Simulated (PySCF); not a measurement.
# How ionic is MCa along the chalcogens?

r²SCAN in PySCF with x2c-SVPall on every atom, spin-free X2C, for the lowest determinant that a PBE0 search found; no spin–orbit coupling. A negative dipole means M(+)Ca(−).

| M | state (unpaired electrons) | Re (Å) | μ (D) |
| --- | --- | --- | --- |
| O | singlet (closed shell) | 1.817 | 7.92 |
| S | singlet (closed shell) | 2.305 | 9.67 |
| Se | singlet (closed shell) | 2.429 | 9.74 |
| Te | singlet (closed shell) | 2.644 | 9.76 |

Question: Give the ionic character |μ|/(e·Re) of each, with 1 e·Å = 4.803 D, and the positive end.

Answer: CaO 91 % (Ca positive), CaS 87 % (Ca positive), CaSe 83 % (Ca positive), CaTe 77 % (Ca positive). Lone pairs and polarisation enter μ too, so this number is only a rough measure of charge transfer.

Spin–orbit coupling is left out.
